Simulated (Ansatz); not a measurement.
Reaction (ligand exchange at the Al–O bond): `[OH][Al]([F])[SiH3]` + CH₃SH → `C[S][Al]([F])[SiH3]` + H₂O

Isolated molecules relaxed with PBE0-D4/def2-TZVP in Ansatz; ΔE leaves out vibrations. CCSD(T)/CBS is the MP2 limit (def2-TZVPP, def2-QZVPP) plus CCSD(T) − MP2 in def2-TZVPP, frozen cores. This one scheme is used for every species. One conformer a species, not always the lowest.

| level | ΔE (kcal/mol) |
| --- | --- |
| HF/CBS(def2) | 12.2 |
| MP2/CBS(def2) | 7.0 |

What does CCSD(T)/CBS give? (An estimate is asked.)

Ansatz gave: +7.3 kcal/mol. The listed levels differ from it by 4.9, -0.3 kcal/mol.

Largest T1 diagnostic among the species: 0.013.

In def2-TZVPP, CCSD(T) changes the Hartree–Fock value by −3.5 kcal/mol (the triples alone add −0.9 kcal/mol) and MP2 by −3.7 kcal/mol. The D4 term adds −2.1 kcal/mol with B3LYP and −1.2 kcal/mol with PBE0; it sums over pairs of atoms, weighted by their polarisabilities, and B3LYP, whose exchange is more repulsive, gets the larger term.

B3LYP here is the variant with VWN-RPA as its local correlation; programs differ in this.
